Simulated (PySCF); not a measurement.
**MAl cations for M along the second period**

PBE0 with double-zeta basis sets in PySCF, for the lowest determinant that a PBE0 search found; no spin–orbit coupling. De refers to high-spin ground-configuration atoms (the charge goes to the atom of lower measured ionisation energy or higher electron affinity, which is not always the lowest computed limit). A positive dipole points towards Al; it is taken about the centre of mass and depends on that origin.

```csv
M,basis,charged atom,state (unpaired electrons),Re (Å),ωe (cm⁻¹),De (eV),μ (D)
Li,cc-pVDZ/cc-pV(D+d)Z,Li+,doublet (σ ↑),3.036,232,1.27,-6.83
Be,def2-SVP,Al+,singlet (closed shell),2.802,267,0.80,-2.40
B,aug-cc-pV(D+d)Z/aug-cc-pVDZ,Al+,doublet (σ ↑),2.741,245,0.96,-0.43
N,aug-cc-pV(D+d)Z/aug-cc-pVDZ,Al+,"quartet (σ ↑, π ↑↑)",2.107,275,0.35,2.65
O,def2-SVPD,Al+,"triplet (σ ↑, π ↑)",1.762,739,1.32,4.72
F,pcseg-1,Al+,doublet (σ ↑),1.632,904,3.02,5.59
```

The shortest bond is that of AlF⁺ (1.632 Å), the longest that of LiAl⁺ (3.036 Å). AlF⁺ is bound most strongly (3.02 eV) and AlN⁺ least (0.35 eV).

The rows differ in basis set, which adds steps of its own.

The state changes along the series, so neighbouring rows are not always alike in their bonding.

Closed-shell solutions of metal pairs were not tested for spin polarisation, which can lower them a little. Weak bonds: AlN⁺. Basis-set superposition, not corrected here, can be much of De in a small basis, most of all at correlated wavefunction levels. For an ion De counts to the pair picked by the measured ionisation energies or electron affinities, which need not be the lowest pair at this level. States were picked by a PBE0 search and need not be the measured ground states.
